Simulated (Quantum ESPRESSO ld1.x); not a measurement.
The mean radii <r> (bohr) of the occupied orbitals of an atom or ion are listed with their occupations. All-electron calculation, scalar-relativistic Kohn-Sham, PW91, spin-unpolarised, spherical densities, point nucleus. Program: ld1.x of Quantum ESPRESSO 7.5.

| orbital | occ. | <r> |
|---|---|---|
| 1s | 2 | 0.5799 |
| 2p | 1 | 4.896 |

Name the element and its charge.

Answer. Z = 3, lithium, charge 0: Li in [He] 2p1. The 1s radius gives Z: for a bare nucleus <r> = (2 gamma + 1)/(2Z) with gamma = sqrt(1 - (Z/c)^2), 0.4999 bohr for Z = 3, and screening makes it slightly larger (0.5799 here). The occupations add up to 3, and the charge is Z minus that.
